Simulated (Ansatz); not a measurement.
The cluster Si9⁻. Charge -1, multiplicity 2. Geometry PBE-D4/def2-SVP, basis def2-TZVPD, Ansatz.

Cartesian coordinates in Å:
```
Si 0.309 0.159 -1.188
Si -0.217 2.453 -1.450
Si -0.663 1.402 2.401
Si 0.799 -1.619 -2.653
Si -1.525 1.427 0.213
Si 1.016 1.786 0.608
Si 0.009 -0.483 1.137
Si 0.248 -2.786 1.575
Si 0.024 -2.339 -0.642
```

| run | HOMO (eV) | LUMO (eV) |
| --- | --- | --- |
| A | -1.85 | 0.08 |
| B | -3.95 | 1.95 |
| C | -1.08 | -0.55 |
| D | -1.33 | -0.43 |

LC-ωPBE has ω = 0.4 bohr⁻¹. The structure comes from a short search, and lower isomers may exist.

HOMO and LUMO are taken over both spins.

Problem. The runs used LC-ωPBE, PBE, PBE0, r2SCAN. Estimate which is which.

Solution. A PBE0 (25 % exact exchange); B LC-ωPBE (range-separated); C PBE (0 % exact exchange); D r2SCAN (0 % exact exchange). Exact exchange lowers occupied and raises empty levels; among semilocal functionals meta-GGAs tend to open the gap a little, and such runs are hard to tell apart. The gap grows from 0.53 eV (PBE) to 5.91 eV (LC-ωPBE). At LC-ωPBE/def2-TZVPD the charge -1 doublet is spin-contaminated (final ⟨S²⟩ up to 0.95, 0.75 for a pure state).
